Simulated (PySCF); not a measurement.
Isomers of C6H12BP, one conformer each; single-point electronic energies without zero-point terms and without any empirical dispersion term.

Level: PBE0/pcSseg-1 in PySCF, non-relativistic, each on one gas-phase PBE0-D3(BJ)/def2-SVP geometry that isn't relaxed in the solvent. The solvent is an IEF-PCM continuum (cavity from Bondi-type radii × 1.2). Specific hydrogen bonds and non-electrostatic terms are outside this model.

| isomer | relative energy, gas (kcal/mol) | dipole (D) |
| --- | --- | --- |
| `[BH3-][P+]1(C)C=CCC=C1` | 0.0 | 6.00 |
| `[BH3-][P+]1(C#CC)CCC1` | 31.5 | 5.64 |
| `[BH3-][P+]1(CC#C)CCC1` | 37.5 | 4.75 |

Question: How do the relative energies look in chloroform (ε = 4.711)?

Answer: 
| isomer | relative energy, solvent (kcal/mol) | E(solvent) − E(gas) (kcal/mol) | dipole in solvent (D) |
| --- | --- | --- | --- |
| `[BH3-][P+]1(C)C=CCC=C1` | 0.0 | -6.5 | 7.44 |
| `[BH3-][P+]1(C#CC)CCC1` | 32.2 | -5.8 | 6.82 |
| `[BH3-][P+]1(CC#C)CCC1` | 38.0 | -5.9 | 5.69 |

The order is unchanged. Conformers: `[BH3-:1][P+:2]1([C:3]#[C:4][CH3:5])[CH2:6][CH2:7][CH2:8]1` with B1–P2–C6–C7 137°, P2–C6–C7–C8 -19°, C6–C7–C8–P2 19°, B1–P2–C8–C7 -137°; `[BH3-:1][P+:2]1([CH2:3][C:4]#[CH:5])[CH2:6][CH2:7][CH2:8]1` with B1–P2–C3–C4 179°, B1–P2–C6–C7 131°, P2–C6–C7–C8 -10°, C6–C7–C8–P2 10°, B1–P2–C8–C7 -132°. `[BH3-][P+]1(C)C=CCC=C1` gains most from the continuum, and it has the largest gas-phase dipole. The gains span 0.7 kcal/mol, the gas-phase energies 37.5 kcal/mol.
